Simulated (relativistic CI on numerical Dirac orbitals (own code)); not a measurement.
L2,3 absorption of copper in several valence states

Computed multiplet spectra 2p⁶3dⁿ → 2p⁵3dⁿ⁺¹ (Dirac-Coulomb-Breit ions, Slater integrals scaled by 0.9, an assumed crystal field that grows with the charge, no charge transfer; 300 K; Lorentzian 0.4 eV and Gaussian 0.3 eV FWHM at both edges, so that L2 comes out sharper than in experiment). Peaks over 5 % are given in eV from the highest peak in the L3 region of each spectrum (height, largest 100). S of the lowest state is read from ⟨S²⟩, and the branching ratio is the share of L3, cut at the minimum between the edges.

Field parameters in Wybourne normalisation: Td as Oh with Dq negative (B⁴₀ = 21Dq, B⁴₄ = √(5/14) B⁴₀). The field is a parameter set, without covalency.

- Cu2+ (d9, Td, 10Dq = -4350 cm⁻¹): S = 0.50, branching ratio 0.99; peaks 0.0 (100)
- Cu3+ (d8, Td, 10Dq = -5600 cm⁻¹): S = 1.00, branching ratio 0.92; peaks 0.0 (100), 0.8 (90), 3.3 (22), 22.3 (15)
- Cu4+ (d7, Td, 10Dq = -6900 cm⁻¹): S = 1.50, high spin, branching ratio 0.77; peaks -1.9 (50), -0.9 (100), 0.0 (100), 0.6 (88), 1.1 (93), 2.0 (58), 3.5 (23), 5.2 (13), 5.5 (13), 19.2 (13), 20.1 (30), 21.0 (57), 23.8 (12), 25.0 (10)

The centroid of the whole edge, which also moves with the branching ratio, lies at 931.5 (Cu2+), 936.3 (Cu3+), 943.2 (Cu4+) eV in this ionic model, in steps of 4.8 to 6.9 eV. Compounds show about 1 to 2 eV a unit and lower energies for the high valences, since ligands screen the charge. The multiplet shape follows the d count and the spin state, and so serves as a fingerprint of valence. For d9 in this field spin-orbit coupling puts the hole into a state that the L2 transition cannot reach; a distortion restores L2.
